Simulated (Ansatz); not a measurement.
Consider the ligand exchange at the Al–O bond: `[OH][Al]([Cl])[Br]` + H₂S → `[SH][Al]([Cl])[Br]` + H₂O.

Computed with Ansatz on PBE0-D4/def2-TZVP structures; ΔE is electronic, products minus reactants. CBS: MP2 limit from def2 TZ/QZ plus the TZ coupled-cluster correction, frozen cores. This one scheme is used for every species. DFT in def2-TZVPP. For Br outer-core shells are correlated without core-valence functions, which leaves a few kJ/mol of doubt a bond. Scalar relativity is left out up to krypton. Each species was taken in one conformer, which may not be the lowest.

```tsv
species	revPBE-D4 energy (Eh)
`[OH][Al]([Cl])[Br]`	-3352.49196
H₂S	-399.33581
`[SH][Al]([Cl])[Br]`	-3675.38201
H₂O	-76.44108
```

**Question.** Work out ΔE.

**Answer.** ΔE = (-3675.38201) + (-76.44108) − (-3352.49196) − (-399.33581) = 0.00468 Eh = +2.9 kcal/mol. CCSD(T)/CBS gives +4.4 kcal/mol.

Largest T1 diagnostic among the species: 0.009.

At CCSD(T), def2-SVP lies +2.3 kcal/mol from the extrapolated value and def2-TZVPP +1.2 kcal/mol. The D4 term adds −1.1 kcal/mol with B3LYP and −0.6 kcal/mol with PBE0; it sums over pairs of atoms, weighted by their polarisabilities, and B3LYP, whose exchange is more repulsive, gets the larger term. Leaving LDA and LC-ωPBE aside and taking each functional with its dispersion term where it has one, the values, not all of them listed here, spread over 4.2 kcal/mol, from revPBE-D4 to CAM-B3LYP-D4.

B3LYP here is the variant with VWN-RPA as its local correlation; programs differ in this.
